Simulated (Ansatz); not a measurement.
One change: `[CH3][W]([F])(=[S])=[S]` becomes `[OH][W]([F])(=[S])=[S]`.

Ansatz, PBE0-D4/def2-TZVP geometries, multiplicity 1. Each molecule was computed in one conformer, which needn't be the lowest.

Elements past krypton have def2 core potentials.

| property | `[CH3][W]([F])(=[S])=[S]` |
| --- | --- |
| HOMO energy (PBE/def2-TZVPP) / eV | -6.37 |
| LUMO energy (PBE/def2-TZVPP) / eV | -3.74 |
| HOMO–LUMO gap (PBE0/def2-TZVPP) / eV | 4.48 |
| size of the dipole moment (PBE/def2-TZVPP) / D | 2.17 |
| ideal-gas entropy at 298 K and 1 bar (rigid rotor, harmonic PBE0-D4/def2-TZVP) / J/(mol·K) | 368 |
| HOMO–LUMO gap (ωB97M-V/def2-TZVPP) / eV | 8.55 |

Problem. Give the same properties after the change, and the shifts. (Best estimate.)

Solution. Ansatz gave: 
| property | `[OH][W]([F])(=[S])=[S]` | shift |
| --- | --- | --- |
| HOMO energy (PBE/def2-TZVPP) / eV | -6.39 | -0.02 |
| LUMO energy (PBE/def2-TZVPP) / eV | -3.50 | 0.24 |
| HOMO–LUMO gap (PBE0/def2-TZVPP) / eV | 4.66 | 0.18 |
| size of the dipole moment (PBE/def2-TZVPP) / D | 2.66 | 0.49 |
| ideal-gas entropy at 298 K and 1 bar (rigid rotor, harmonic PBE0-D4/def2-TZVP) / J/(mol·K) | 356 | -12 |
| HOMO–LUMO gap (ωB97M-V/def2-TZVPP) / eV | 8.65 | 0.10 |

The zero-point energy changes by -57.9 kJ/mol with -6 modes. Dipoles are sizes alone; their direction can turn.
